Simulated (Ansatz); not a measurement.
Consider the formal exchange of groups at the Si–N bond: `OCN[SiH3]` + `C[Si](F)(F)C=O` → `O=C[Si](F)(F)[SiH3]` + `CNCO`.

Gas-phase electronic energies from Ansatz, PBE0-D4/def2-TZVP geometries. CCSD(T)/CBS is the MP2 limit (def2-TZVPP, def2-QZVPP) plus CCSD(T) − MP2 in def2-TZVPP, frozen cores. Functionals use def2-TZVPP. Each species was taken in one conformer, which may not be the lowest.

```tsv
level	ΔE (kcal/mol)
r2SCAN-D4	33.6
PBE0-D4	31.1
ωB97X-V	32.6
ωB97M-V	35.1
r2SCAN	33.5
CCSD(T)/def2-TZVPP	33.7
SCS-MP2/def2-QZVPP	35.8
MP2/CBS(def2)	36.9
```

(1) What does CCSD(T)/CBS give? (Best estimate.)

Largest T1 diagnostic among the species: 0.014.

Results:

(1) Ansatz gave: +34.1 kcal/mol. The listed levels differ from it by -0.5, -3.0, -1.5, 1.0, -0.6, -0.4, 1.7, 2.8 kcal/mol.

From PBE to PBE0 (25 % exact exchange), in def2-TZVPP and without D4, ΔE moves by +1.9 kcal/mol.
